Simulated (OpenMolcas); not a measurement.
# Ionisation energies of silver

* Program: OpenMolcas
* Basis: ANO-RCC [10s9p8d6f4g2h]
* Scalar Hamiltonian: DKH2, point nucleus
* Spin-orbit coupling: state interaction with AMFI integrals over the reference wave functions, term energies averaged over their components

Active shells in each charge state: the valence d shell, with orbitals averaged over the low states. Where CASPT2's correlated closed shells are named, they are those of the first ion.

A. CASSCF
B. SS-CASPT2, IPEA 0.25 Eh, imaginary shift 0.1 Eh (closed shells correlated: 4s 4p)
C. SS-CASPT2, IPEA 0.25 Eh, imaginary shift 0.1 Eh (closed shells correlated: 3d 4s 4p)
D. SS-CASPT2, IPEA 0.25 Eh, imaginary shift 0.1 Eh (closed shells correlated: none)
E. SS-CASPT2, IPEA 0 Eh, imaginary shift 0.1 Eh (closed shells correlated: 4s 4p)

Energies in eV between the lowest computed levels, named as in B; reference values from the NIST Atomic Spectra Database with their kind.

```json
{"From": "Ag3+ 4d8 3F4", "To": "Ag4+ 4d7 4F 9/2", "A": "48.561", "B": "50.004", "C": "49.955", "D": "50.024", "E": "49.942", "Spin-orbit share in B": "-0.028", "Reference": "49.000 (theoretical)"}
{"From": "Ag4+ 4d7 4F 9/2", "To": "Ag5+ 4d6 5D4", "A": "65.374", "B": "66.661", "C": "66.611", "D": "66.618", "E": "66.661", "Spin-orbit share in B": "+0.109", "Reference": "65.000 (theoretical)"}
{"From": "Ag5+ 4d6 5D4", "To": "Ag6+ 4d5 6S 5/2", "A": "81.910", "B": "83.225", "C": "83.183", "D": "83.117", "E": "83.196", "Spin-orbit share in B": "+0.278", "Reference": "82.000 (theoretical)"}
{"From": "Ag6+ 4d5 6S 5/2", "To": "Ag7+ 4d4 5D0", "A": "106.000", "B": "106.660", "C": "106.600", "D": "106.569", "E": "106.710", "Spin-orbit share in B": "-0.479", "Reference": "106.000 (theoretical)"}
```

The lowest level within the active space need not be the ion's true ground level.
